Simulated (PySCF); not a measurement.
# Mn²⁺: ionisation energy

Mn²⁺ [Ar] 3d5 (6S) → Mn³⁺ [Ar] 3d4 (5D), as a difference of total energies. All numbers are calculated (PySCF 2.14, the non-relativistic Hamiltonian (point nucleus), in def2-SVP (5s3p2d1f, 31 functions)). Correlated levels: valence: [Ar] frozen. The calculations carry no spin-orbit coupling.

```
           method  ionisation energy (eV)
              UHF                  32.994
             PBE0                  34.540
            M06-L                  34.062
    MP2 (valence)                  33.599
SCS-MP2 (valence)                  33.196
```

Question: How much does correlation contribute at MP2 (valence)?

Answer: 33.599 − (32.994) = 0.605 eV, measured against UHF.

These non-relativistic numbers lack the scalar-relativistic shift.

The reference lies between the lowest fine-structure levels, while these numbers refer to the centres of the terms.

Errors of the correlated levels include the incompleteness of this basis and the frozen core.

For comparison: 33.668 ± 0.012 eV (measured; NIST Atomic Spectra Database, ionization energies).
